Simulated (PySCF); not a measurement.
Radial density of Ho(2+) (holmium, charge +2)

UHF, [Xe] 4f10 5d1, one real determinant (an excited configuration). Calculation: PySCF 2.14, in x2c-TZVPPall with one added diffuse shell each of s, p, d, f type (12s8p8d5f2g, 129 functions); scalar relativity by spin-free X2C-1e.

| r (bohr) | 4πr²ρ (e/bohr) | 4πr²(ρα − ρβ) |
| --- | --- | --- |
| 0.0249 | 79.42 | 0.0023 |
| 0.0419 | 97.48 | 0.0045 |
| 0.0706 | 118.2 | 0.0119 |
| 0.119 | 90.32 | 0.1140 |
| 0.200 | 103.4 | 0.9056 |
| 0.336 | 47.60 | 3.7524 |
| 0.565 | 53.11 | 5.4865 |
| 0.950 | 17.56 | 2.7600 |
| 1.60 | 7.196 | 0.8758 |
| 2.69 | 0.8518 | 0.2985 |
| 4.52 | 0.05500 | 0.0533 |
| 7.60 | 3.111e-05 | 0.0000 |

Densities and radii are taken from the X2C orbitals without a picture-change correction, which distorts them close to the nucleus.

⟨L²⟩ = 40.04 against 72 for a pure L term, so this real determinant mixes terms. Spin-orbit coupling, absent here, splits the open shell strongly.
